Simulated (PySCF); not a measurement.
Mapped SMILES: `[CH3:1][C:2]1=[CH:3][SiH2:4][CH:5]=[CH:6][Si@@H:7]1[F:8]` (H(Xn): hydrogen on atom n). Ha(Si4) is cis to F8 on the ring; Hb(Si4) is trans to F8 on the ring.

[PySCF 2.14.0 with density-fitted response routines: GFN2-xTB structure; NMR shieldings at PBE0/pcSseg-1/GIAO; no solvent model; averaged over atoms made equivalent by symmetry, fast rotation or ring inversion; no relativistic terms; one computed conformer]

References, each an isolated molecule treated in the same way: ¹³C, ¹H, ²⁹Si vs TMS; ¹⁹F vs CFCl3.

```
  atoms  nucleus  count  δ (ppm)
 H(Si7)       ¹H      1     5.24
    Si4     ²⁹Si      1        ?
     C2      ¹³C      1    167.4
  H(C6)       ¹H      1     7.51
  H(C5)       ¹H      1     7.55
     C3      ¹³C      1    143.2
     C5      ¹³C      1    156.8
     C1      ¹³C      1        ?
Ha(Si4)       ¹H      1     4.57
  H(C1)       ¹H      3     2.32
     C6      ¹³C      1        ?
  H(C3)       ¹H      1     6.94
Hb(Si4)       ¹H      1        ?
    Si7     ²⁹Si      1        ?
     F8      ¹⁹F      1   -201.9
```

Complete the table.

Results:


- C6: 155.3 ppm, alkene CH; as expected for a trigonal carbon in a double bond
- C1: 31.2 ppm, allylic methyl carbon; a saturated carbon with 1 carbon neighbour and no heteroatom attached
- Hb(Si4): 4.54 ppm, hydrogen on a silicon bonded to 2 C, in a 6-membered ring
- Si7: -24.9 ppm, silicon bonded to 2 C, F, H, in a 6-membered ring
- Si4: -73.3 ppm, silicon bonded to 2 C, 2 H, in a 6-membered ring

Shifts are as computed. Against solution values, carbons near 30 ppm lie about +3 ppm off and those near 130 ppm about +5 ppm. Of 1211 compounds with measured shifts, 218 miss one by over three times the rms of a fit or turn the order of signals round; such compounds aren't used in these exercises. Unscaled 19F shifts against computed CFCl3 carry errors that often reach 10 to 50 ppm.
